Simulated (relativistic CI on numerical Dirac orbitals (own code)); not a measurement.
# The magnetic moment of free Pm²⁺ at 150 K

Problem. Pm²⁺ (4f⁵) has the ground term ⁶H°, whose calculated levels (Dirac-Coulomb-Breit CI, one configuration, Slater integrals scaled by 0.75) lie at J = 5/2: 0, J = 7/2: 806, J = 9/2: 1746, J = 11/2: 2781, J = 13/2: 3875, J = 15/2: 5003 cm⁻¹. Find the effective moment at 150 K in LS coupling.

Working.
1. S = 5/2, L = 5. The ground level J = 5/2 has g_J = 3/2 + [S(S + 1) − L(L + 1)]/[2J(J + 1)] = 0.2857 and g_J√(J(J + 1)) = 0.85 μB.
2. kT = 104.3 cm⁻¹. Populations (2J + 1)e^(−E/kT)/Z: J = 5/2: 0.999, J = 7/2: 0.001.
3. The field also mixes neighbouring J. With F_J = [(S + L + 1)² − J²][J² − (S − L)²]/J, each level gains α_J = [F_(J+1)/(E_(J+1) − E_J) − F_J/(E_J − E_(J−1))]/[6(2J + 1)], and μ²(J) = g_J²J(J + 1) + 3kT α_J.
4. Values of μ²(J): J = 5/2: 0.714 + 1.109, J = 7/2: 10.730 + 0.289.
5. The thermal average gives μ_eff = 1.35 μB, or χT = μ²/8 = 0.23 cm³ K mol⁻¹.

Remark. The computed ground level holds 96 % of ⁶H° and has g = 0.2965, with g_s = 2.0023, relativistic corrections and term mixing, against 0.2857 above. The next levels are low, so field-induced mixing carries the moment away from the ground-level value, by an amount that depends on temperature. A crystal field changes the moment at low temperature.
